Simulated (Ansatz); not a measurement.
C4H3N3OSi, SMILES `CO[Si](C#N)(C#N)C#N`, 12 atoms. Charge 0, multiplicity 1. All runs use 3 threads of an AMD EPYC 7R13 on a shared host and a share of an NVIDIA H100 80 GB. Correlated methods freeze the cores. Open-shell runs search over several starts.

(1) How many basis functions does each run have, and how long does it take in Ansatz? RHF-CCSD(T)/def2-SVP energy; RKS PBE0-D4/def2-QZVPP energy; RKS PBE0-D4/def2-SVP energy; UKS B2PLYP (frozen core)/def2-TZVPP energy of the cation; UKS ωB97M-V/def2-TZVPP energy of the cation; RKS PBE0-D4/def2-TZVP relaxation (7 steps); UKS PBE-D4/def2-TZVPP energy of the cation; UKS B3LYP-D4/def2-TZVPP energy of the cation; RKS r2SCANh-D4/def2-TZVPP energy; UKS PBE0-D4/def2-TZVPP energy of the cation; RKS HSE06 (plane-wave form)-D4/def2-TZVPP energy; RHF-CCSD(T)/def2-TZVPP energy. (An estimate is asked.)

Answers

(1) Computed: Other jobs shared the machine, so times are rough.

| level | job | functions | wall time | peak host memory (GiB) |
| --- | --- | --- | --- | --- |
| RKS PBE0-D4/def2-SVP | energy | 145 | 3.8 s | 0.81 |
| RHF-CCSD(T)/def2-SVP | energy | 145 | 4.2 s | 0.79 |
| RKS PBE0-D4/def2-QZVPP | energy | 616 | 4.5 s | 1.2 |
| RKS HSE06 (plane-wave form)-D4/def2-TZVPP | energy | 332 | 6 s | 0.88 |
| RKS r2SCANh-D4/def2-TZVPP | energy | 332 | 6.5 s | 0.87 |
| UKS ωB97M-V/def2-TZVPP | energy of the cation | 332 | 19 s | 1.2 |
| RHF-CCSD(T)/def2-TZVPP | energy | 332 | 20 s | 0.85 |
| UKS B2PLYP (frozen core)/def2-TZVPP | energy of the cation | 332 | 22 s | 1.5 |
| RKS PBE0-D4/def2-TZVP | relaxation (7 steps) | 303 | 28 s | 0.94 |
| UKS PBE-D4/def2-TZVPP | energy of the cation | 332 | 29 s | 0.94 |
| UKS B3LYP-D4/def2-TZVPP | energy of the cation | 332 | 35 s | 0.95 |
| UKS PBE0-D4/def2-TZVPP | energy of the cation | 332 | 39 s | 0.95 |

B3LYP here is the variant with VWN-RPA as its local correlation; programs differ in this.
